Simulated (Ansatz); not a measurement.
Relaxation of AlH₅O₂Si (9 atoms, charge 0, multiplicity 1), to a largest force component of 0.02 eV/Å in at most 50 steps.

All numbers below come from RKS PBE-D4/def2-SVP in Ansatz.

```xyz
9
Properties=species:S:1:pos:R:3
O -0.369 1.557 -1.040
Si 0.524 0.547 -0.089
O 1.606 -0.307 -0.996
Al -0.869 -0.894 1.332
H -0.980 1.249 -1.703
H 2.395 0.123 -0.581
H 1.343 -0.915 -1.680
H -1.875 -1.971 0.768
H -0.815 -0.797 2.895
```

Task: Where does it end, and by what steps?

Result: The forces met the threshold. After 31 steps the energy has fallen by 2.645 eV; Si2 moved furthest, 1.47 Å. Parted: Si2–O3. Joined: O3–Al4.

```tsv
step	energy less start (eV)	largest force component (eV/Å)	accepted
0	0.0000	5.568	yes
2	-1.5093	1.284	yes
4	-2.0180	2.492	yes
6	-2.1639	0.396	yes
8	-2.2415	0.254	yes
10	-2.2784	0.828	yes
12	-2.3211	0.228	yes
14	-2.3402	0.184	yes
16	-2.3466	0.054	yes
18	-2.3578	0.400	yes
20	-2.4225	1.060	yes
22	-2.5763	1.155	yes
24	-2.6018	0.888	yes
26	-2.6151	0.456	no
28	-2.6392	0.152	no
30	-2.6441	0.056	no
31	-2.6447	0.015	yes
```

```xyz
9
Properties=species:S:1:pos:R:3
O -0.437 1.136 -1.426
Si 0.040 1.929 0.048
O 1.140 -0.963 -0.376
Al -0.344 -0.422 0.992
H -1.025 0.346 -1.261
H 2.080 -0.837 -0.138
H 0.961 -0.362 -1.144
H -1.534 -0.901 -0.041
H 0.079 -1.335 2.251
```

The run took 53 s on 2 threads of Arm Neoverse V1, on a shared host, peak memory 0.13 GiB.
